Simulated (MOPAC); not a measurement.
MOPAC input (PM3):

```
PM3 PRECISE GNORM=0.05 LET XYZ UHF MS=0.5 GEO-OK AUX(PRECISION=9) THREADS=1
CH2NS

C     0.03434502 1   -0.57922268 1   -0.11175593 1
N    -1.15449918 1   -1.10532927 1    0.07153505 1
S     0.69612047 1    0.86592196 1   -0.00741171 1
H    -1.30630618 1   -2.09085571 1   -0.06953560 1
H    -1.95619727 1   -0.55125461 1    0.35791320 1
```

Output:

```
 *******************************************************************************
 **                                                                           **
 **                              MOPAC v23.2.5                                **
 **                                                                           **
 *******************************************************************************
 ** MOPAC's Digital Object Identifier: https://doi.org/10.5281/zenodo.6511958 **
 **                                                                           **
 ** Please cite the open-source release paper for use of this MOPAC version:  **
 ** J. E. Moussa and J. J. P. Stewart (2026)                                  **
 ** MOPAC: An open-source semiempirical molecular orbital program             **
 ** J. Open Source Softw., 11(119), 8025, https://doi.org/10.21105/joss.08025 **
 *******************************************************************************

                              PM3 CALCULATION RESULTS

 *******************************************************************************
 *  PM3        - The PM3 Hamiltonian to be used
 *  GEO-OK     - OVERRIDE INTERATOMIC DISTANCE AND OTHER SAFETY CHECKS
 *  UHF        - UNRESTRICTED HARTREE-FOCK CALCULATION
 *  MS=        - IN MECI, MAGNETIC COMPONENT OF SPIN =  0.5
 *  LET        - OVERRIDE SOME SAFETY CHECKS
 *  PRECISE    - TIGHTER CRITERIA TO BE USED
 *  XYZ        - CARTESIAN COORDINATE SYSTEM TO BE USED
 *  GNORM      - EXIT WHEN GRADIENT NORM DROPS BELOW 0.050
 *  AUX        - OUTPUT AUXILIARY INFORMATION
 *******************************************************************************
PM3 PRECISE GNORM=0.05 LET XYZ UHF MS=0.5 GEO-OK AUX(PRECISION=9) THREADS=1
 CH2NS

   ATOM   CHEMICAL          X               Y               Z
  NUMBER   SYMBOL      (ANGSTROMS)     (ANGSTROMS)     (ANGSTROMS)

     1       C          0.03434502  *  -0.57922268  *  -0.11175593  *
     2       N         -1.15449918  *  -1.10532927  *   0.07153505  *
     3       S          0.69612047  *   0.86592196  *  -0.00741171  *
     4       H         -1.30630618  *  -2.09085571  *  -0.06953560  *
     5       H         -1.95619727  *  -0.55125461  *   0.35791320  *

          CARTESIAN COORDINATES

    NO.       ATOM           X           Y           Z

     1         C          0.0343     -0.5792     -0.1118
     2         N         -1.1545     -1.1053      0.0715
     3         S          0.6961      0.8659     -0.0074
     4         H         -1.3063     -2.0909     -0.0695
     5         H         -1.9562     -0.5513      0.3579

  H: (PM3): J. J. P. STEWART, J. COMP. CHEM. 10, 209 (1989).
  C: (PM3): J. J. P. STEWART, J. COMP. CHEM. 10, 209 (1989).
  N: (PM3): J. J. P. STEWART, J. COMP. CHEM. 10, 209 (1989).
  S: (PM3): J. J. P. STEWART, J. COMP. CHEM. 10, 209 (1989).

           Empirical Formula: C H2 N S  =     5 atoms

      MOLECULAR POINT GROUP   :   Cs

          UHF CALCULATION, NO. OF ALPHA ELECTRONS =    9
                           NO. OF BETA  ELECTRONS =    8

          Geometry optimization using EF

          DIAGONAL MATRIX USED AS START HESSIAN

 CYCLE:     1  GRAD.:    96.168 HEAT:  50.95638
 CYCLE:     2  GRAD.:   299.716 HEAT:  59.54179
 CYCLE:     3  GRAD.:   262.201 HEAT:  52.62949
 CYCLE:     4  GRAD.:   134.491 HEAT:  49.27941
 CYCLE:     5  GRAD.:   166.467 HEAT:  52.06951
 CYCLE:     6  GRAD.:    95.619 HEAT:  43.02252
 CYCLE:     7  GRAD.:   346.222 HEAT:  62.23606
 CYCLE:     8  GRAD.:   105.934 HEAT:  44.58756
 CYCLE:     9  GRAD.:   158.465 HEAT:  45.20512
 CYCLE:    10  GRAD.:    30.736 HEAT:  39.38516
 CYCLE:    11  GRAD.:    11.316 HEAT:  39.00328
 CYCLE:    12  GRAD.:     9.207 HEAT:  38.69308
 CYCLE:    13  GRAD.:     9.476 HEAT:  38.53703
 CYCLE:    14  GRAD.:     2.566 HEAT:  38.49233
 CYCLE:    15  GRAD.:     0.735 HEAT:  38.48429
 CYCLE:    16  GRAD.:     0.341 HEAT:  38.48385
 CYCLE:    17  GRAD.:     0.075 HEAT:  38.48383
 CYCLE:    18  GRAD.:     0.113 HEAT:  38.48382
 CYCLE:    19  GRAD.:     0.019 HEAT:  38.48381

     GRADIENT =  0.01883 IS LESS THAN CUTOFF =  0.05000

 -------------------------------------------------------------------------------
 PM3 PRECISE GNORM=0.05 LET XYZ UHF MS=0.5 GEO-OK AUX(PRECISION=9) THREADS=1
 CH2NS

     GEOMETRY OPTIMISED USING EIGENVECTOR FOLLOWING (EF).
     SCF FIELD WAS ACHIEVED

                              PM3 CALCULATION
                                                       MOPAC v23.2.5 Linux

          FINAL HEAT OF FORMATION =         38.48381 KCAL/MOL =     161.01627 KJ/MOL

          COSMO AREA              =         88.56 SQUARE ANGSTROMS
          COSMO VOLUME            =         70.65 CUBIC ANGSTROMS

          GRADIENT NORM           =          0.01883          =       0.00842 PER ATOM
          IONIZATION POTENTIAL    =          7.935618 EV
          ALPHA SOMO LUMO (EV)    =         -7.936  0.012
          BETA  SOMO LUMO (EV)    =         -9.141  0.323
          NO. OF ALPHA ELECTRONS  =          9
          NO. OF BETA  ELECTRONS  =          8
          MOLECULAR WEIGHT        =         60.0935         POINT GROUP:  C2v

          MOLECULAR DIMENSIONS (Angstroms)

            Atom       Atom       Distance
            H     4    S     3     3.39201
            H     5    H     4     1.63487
            H     5    N     2     0.00000

          SCF CALCULATIONS        =         20

   ATOM   CHEMICAL          X               Y               Z
  NUMBER   SYMBOL      (ANGSTROMS)     (ANGSTROMS)     (ANGSTROMS)

     1       C         -0.22808863  *  -0.25340137  *   0.00785950  *
     2       N         -1.16997591  *  -1.15044253  *   0.06706806  *
     3       S          0.83478882  *   0.76096898  *  -0.05857866  *
     4       H         -0.98911386  *  -2.09764900  *  -0.14479571  *
     5       H         -2.09183115  *  -0.90912026  *   0.32548111  *

                             CARTESIAN COORDINATES

   1    C       -0.228088628    -0.253401371     0.007859495
   2    N       -1.169975910    -1.150442531     0.067068063
   3    S        0.834788818     0.760968981    -0.058578655
   4    H       -0.989113860    -2.097649005    -0.144795705
   5    H       -2.091831150    -0.909120264     0.325481106

           Empirical Formula: C H2 N S  =     5 atoms

      MOLECULAR POINT GROUP   :   C2v

          ALPHA EIGENVALUES
 -34.00559 -27.64949 -19.87579 -17.98105 -14.91012 -13.97171 -12.47667  -9.24270
  -7.93562   0.01162   0.13735   1.67363   4.51042   5.49300

           BETA EIGENVALUES
 -33.48970 -26.92095 -19.40047 -17.71670 -13.73253 -13.68581 -10.51344  -9.14058
   0.32331   0.48813   1.01515   2.08408   4.70588   5.71182

              NET ATOMIC CHARGES AND DIPOLE CONTRIBUTIONS

  ATOM NO.   TYPE          CHARGE      No. of ELECS.   s-Pop       p-Pop
    1          C          -0.673478        4.6735     1.28411     3.38937
    2          N           0.495555        4.5044     1.13885     3.36560
    3          S           0.157198        5.8428     1.90607     3.93673
    4          H           0.010421        0.9896     0.98958
    5          H           0.010304        0.9897     0.98970
 DIPOLE           X         Y         Z       TOTAL
 POINT-CHG.    -1.570    -1.494     0.099     2.169
 HYBRID        -1.375    -1.309     0.087     1.900
 SUM           -2.945    -2.803     0.185     4.070

          ATOMIC ORBITAL ELECTRON POPULATIONS

     Atom    s        px        py        pz
    1  C   1.28411   1.20212   1.23111   0.95614
    2  N   1.13885   0.94498   0.93448   1.48613
    3  S   1.90607   1.17747   1.21100   1.54826
    4  H   0.98958
    5  H   0.98970

                    (SZ)    =    0.500000
                    (S**2)  =    0.810761

          ATOMIC ORBITAL SPIN POPULATIONS

    Atom   Total    s     px     py     pz
         Atomic
    1  C  0.6108  0.043  0.232  0.265  0.070
    2  N -0.2310 -0.013 -0.032 -0.029 -0.157
    3  S  0.5440  0.025  0.164  0.195  0.160
    4  H  0.0380  0.038
    5  H  0.0382  0.038

 **********************
 *                    *
 * JOB ENDED NORMALLY *
 *                    *
 **********************

 == MOPAC DONE ==
```

The geometry given is a B3LYP-D3(BJ)/def2-TZVP minimum.
